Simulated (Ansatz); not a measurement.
`[F][GeH2][SiH3]` + H₂S → `[SiH3][GeH2][SH]` + H–F at 400 K and 1 bar (ligand exchange at a Ge–F bond).

Computed with Ansatz on PBE0-D4/def2-TZVP structures; ΔE is electronic, products minus reactants. CCSD(T)/CBS is the MP2 limit (def2-TZVPP, def2-QZVPP) plus CCSD(T) − MP2 in def2-TZVPP, frozen cores. This one scheme is used for every species. For Ge outer-core shells are correlated without core-valence functions, which leaves a few kJ/mol of doubt a bond. Scalar relativity is left out up to krypton. One conformer a species, not always the lowest.

```json
{"species": "`[F][GeH2][SiH3]`", "CCSD(T)/CBS energy (Eh)": "-2468.01111", "H − E (kJ/mol)": "140.2", "S (J/(mol·K))": "355.1"}
{"species": "H₂S", "CCSD(T)/CBS energy (Eh)": "-398.97279", "H − E (kJ/mol)": "53.4", "S (J/(mol·K))": "215.9"}
{"species": "`[SiH3][GeH2][SH]`", "CCSD(T)/CBS energy (Eh)": "-2766.58811", "H − E (kJ/mol)": "163.2", "S (J/(mol·K))": "387.7"}
{"species": "H–F", "CCSD(T)/CBS energy (Eh)": "-100.39570", "H − E (kJ/mol)": "36.5", "S (J/(mol·K))": "182.2"}
```

H − E and S are ideal-gas, rigid-rotor, harmonic terms from PBE0-D4/def2-TZVP, for one conformer and one mirror image of each species. 1 Eh = 2625.50 kJ/mol, R = 8.31446 J/(mol·K).

By hand: ΔE, ΔH, ΔS and ΔG.

ΔE = (-2766.58811) + (-100.39570) − (-2468.01111) − (-398.97279) = 0.00009 Eh = 0.2 kJ/mol. Δ(H − E) = 163.2 + 36.5 − 140.2 − 53.4 = 6.1, so ΔH = 6.3 kJ/mol. ΔS = 387.7 + 182.2 − 355.1 − 215.9 = -1.1 J/(mol·K). ΔG = 6.3 − 400 × (-1.1)/1000 = 6.7 kJ/mol.

By hand: the equilibrium constant, and the temperature at which ΔG would vanish if ΔH and ΔS stayed fixed.

log₁₀ K = −ΔG/(RT ln 10) = -0.9. ΔH and −TΔS have one sign here, so there is no such temperature.

The number of gas molecules stays the same, so ΔS is small and ΔH decides. A doubt of 5 kJ/mol in ΔE shifts log₁₀ K by 0.7 here. Other conformers and mirror images would add mixing entropy, several J/(mol·K) or more a flexible species. These are equilibria of isolated gas molecules and say nothing of rates. Largest T1 diagnostic: 0.012 (customary marks: 0.02 for closed shells, 0.045 for open ones).

ΔS is within the doubt of such terms, so its sign, and with it that verdict, could turn.
